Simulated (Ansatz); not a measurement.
Zn₇H₂₀Se₇. The state is a singlet with charge 0. Geometry PBE-D4/def2-SVP.

Cartesian coordinates in Å:
```
Se 1.714 -1.601 2.480
Se -1.544 -1.089 0.875
Se -1.714 -0.737 -2.928
Se -0.546 1.446 3.069
Se 2.726 1.817 1.059
Se -0.350 1.954 -0.571
Se 1.537 -1.068 -0.978
Zn -2.451 -2.495 -1.252
Zn 1.957 0.835 3.335
Zn -2.832 1.165 0.366
Zn 0.000 -3.091 -0.254
Zn 0.744 -0.881 -3.547
Zn 1.579 1.371 -2.288
Zn -2.418 1.611 -2.278
H -3.932 -2.949 -1.054
H -1.040 -3.437 -1.510
H 2.734 1.156 4.654
H -3.307 1.836 1.701
H 0.752 -4.014 0.767
H 1.362 -2.002 -4.441
H 0.876 0.828 -3.696
H 2.839 2.262 -2.012
H -3.554 1.026 -1.129
H -2.542 2.800 -3.284
H 1.656 -2.076 3.899
H 3.188 -1.833 2.482
H -2.593 -1.750 1.690
H -2.464 -1.034 -4.171
H -0.957 0.644 4.259
H -0.326 2.626 3.965
H 2.506 3.231 1.475
H 4.121 1.889 1.604
H -0.431 3.409 -0.855
H 2.713 -1.849 -1.435
```

Single mean-field runs in def2-SVP, def2-TZVP are fitted with def2-universal-jkfit. In the singlet geometry the species has come apart into loosely held pieces. Another isomer (singlet) lies 1.59 eV lower at PBE0-D4/def2-TZVP; other spin states weren't run for this one.

Question: Estimate the orbital energies around the gap (eV) in Ansatz with PBE-D4/def2-SVP, PBE-D4/def2-TZVP, r2SCAN-D4/def2-TZVP, PBE0-D4/def2-SVP, PBE0-D4/def2-TZVP.

Answer: 
| orbital | PBE-D4/def2-SVP | PBE-D4/def2-TZVP | r2SCAN-D4/def2-TZVP | PBE0-D4/def2-SVP | PBE0-D4/def2-TZVP |
| --- | --- | --- | --- | --- | --- |
| HOMO−9 | -6.54 | -6.79 | -7.06 | -7.76 | -7.94 |
| HOMO−8 | -6.44 | -6.66 | -6.92 | -7.60 | -7.75 |
| HOMO−7 | -6.28 | -6.52 | -6.78 | -7.46 | -7.62 |
| HOMO−6 | -6.27 | -6.51 | -6.76 | -7.45 | -7.60 |
| HOMO−5 | -6.12 | -6.37 | -6.60 | -7.25 | -7.44 |
| HOMO−4 | -5.88 | -6.17 | -6.41 | -7.02 | -7.25 |
| HOMO−3 | -5.87 | -6.16 | -6.40 | -7.01 | -7.24 |
| HOMO−2 | -5.80 | -6.11 | -6.36 | -6.99 | -7.23 |
| HOMO−1 | -5.61 | -5.89 | -6.13 | -6.76 | -6.98 |
| HOMO | -5.60 | -5.88 | -6.13 | -6.76 | -6.97 |
| LUMO | -2.25 | -2.46 | -2.31 | -1.44 | -1.65 |
| LUMO+1 | -2.22 | -2.43 | -2.27 | -1.40 | -1.61 |
| LUMO+2 | -1.94 | -2.13 | -1.84 | -1.15 | -1.33 |
| LUMO+3 | -1.78 | -1.98 | -1.78 | -0.91 | -1.11 |
| LUMO+4 | -1.64 | -1.85 | -1.62 | -0.83 | -1.03 |
| LUMO+5 | -1.15 | -1.48 | -1.12 | -0.28 | -0.70 |
